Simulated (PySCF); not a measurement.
Input file for PySCF: R-MP2/6-31G* on CH4 (SMILES C) with ghost functions.

```python
from pyscf import gto, scf, dft, mp
from pyscf.data.elements import chemcore

mol = gto.M(
    atom='''
    C     0.44748660    0.33524921    4.17592555
    H    -0.56936235    0.23864188    3.79825419
    H     0.85974556   -0.65412416    4.36725210
    H     1.06243307    0.84729706    3.43713186
    H     0.43639807    0.91184128    5.09975918
    ghost-Ge   -0.18822438   -1.40850771    0.65348644
    ghost-Ge   -0.36985753    0.98919005    0.25952059
    ghost-H    0.16948168   -2.13197227   -0.65748595
    ghost-H   -1.52506734   -1.97019722    1.16954011
    ghost-H    0.90448815   -1.71286358    1.69103819
    ghost-H    1.02862300    1.61726476    0.12085287
    ghost-H   -1.10313402    1.68200210    1.42010308
    ghost-H   -1.15310441    1.25490308   -1.03893994
    ''',
    basis='6-31g*',
    cart=True,
    charge=0, spin=0, verbose=3, max_memory=1800)
mf = scf.RHF(mol)
mf.conv_tol = 1e-8
mf.max_cycle = 100
mf.kernel()
if not mf.converged:
    mf = mf.newton().run(mf.mo_coeff, mf.mo_occ)
pt = mp.MP2(mf, frozen=chemcore(mol)).run()
```

Output:

```
converged SCF energy = -40.1952748704825
E(RMP2) = -40.3332760457944  E_corr = -0.138001175311929
E(SCS-RMP2) = -40.3372523853085  E_corr = -0.141977514826012
```

The run converged.

Cost: about 5 core-seconds (a rough figure).
